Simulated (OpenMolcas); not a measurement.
**Predicting a hybrid from its neighbours: C2H3Ge**

C2H3Ge: 6 atoms, total charge 0, spin state doublet. As SMILES, `[C]#[C][GeH3]`. The coordinates come from a PBE0-D4/def2-TZVP relaxation.

The electronic atomisation energy y, in eV, basis def2-SVPD; a is the functional's share of exact exchange. Programs: OpenMolcas 26.06.

```
functional     program     a  y (eV)
      UPBE  OpenMolcas     0   20.11
     UTPSS  OpenMolcas     0   20.00
    UB3LYP  OpenMolcas   0.2       ?
     UPBE0  OpenMolcas  0.25   19.69
    UBHLYP  OpenMolcas   0.5   18.86
```

Q: Fit y = c + s·a to the known rows and predict UB3LYP.

A: 
1. Means of the 4 rows: a = 0.1875, y = 19.665.
2. Σ(Δa)² = 0.17188, Σ(Δa·Δy) = -0.39625, so the slope is -0.39625/0.17188 = -2.3054.
3. Intercept: 19.665 − (-2.3054) × 0.1875 = 20.097. The largest residual of the fit is 0.17.
4. UB3LYP: 20.097 + (-2.3054) × 0.2 = 19.64 eV.

The run gave 19.45 eV, so the prediction is off by +0.19 eV, about the largest residual.
